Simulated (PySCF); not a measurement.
Si(OSiH3)(F)3 (F3H3OSi2), SMILES F[Si](F)(F)O[SiH3].

Geometry optimised at B3LYP-D3(BJ)/def2-SVP. The values are those of a single conformer.

These are TDDFT-PBE/def2-SVPD run with PySCF 2.14.0 values and carry that method's errors.

Vertical excitations. Isolated molecule, no solvent.

```
state  energy (eV)  λ (nm)      f                              main pairs
-----  -----------  ------  -----  --------------------------------------
S1            6.90     180  0.000                         HOMO→LUMO 100 %
S2            6.94     179  0.001                       HOMO−1→LUMO 100 %
S3            8.12     153  0.014                        HOMO→LUMO+1 98 %
S4            8.17     152  0.015                      HOMO−1→LUMO+1 97 %
S5            8.35     148  0.032                        HOMO→LUMO+2 91 %
S6            8.41     147  0.037                      HOMO−1→LUMO+2 88 %
S7            8.58     145  0.006                        HOMO−2→LUMO 92 %
S8            8.61     144  0.007                        HOMO−3→LUMO 90 %
S9            8.64     144  0.002    HOMO→LUMO+3 56 %, HOMO−1→LUMO+4 42 %
S10           8.71     142  0.000                       HOMO−4→LUMO 100 %
T1            6.59     188      0                          HOMO→LUMO 99 %
T2            6.63     187      0                        HOMO−1→LUMO 99 %
T3            7.87     158      0      HOMO→LUMO+1 69 %, HOMO→LUMO+2 22 %
T4            7.90     157      0  HOMO−1→LUMO+1 63 %, HOMO−1→LUMO+2 27 %
```
Triplets are in the Tamm–Dancoff approximation, which puts them higher than full response would, so one can lie above its singlet here.
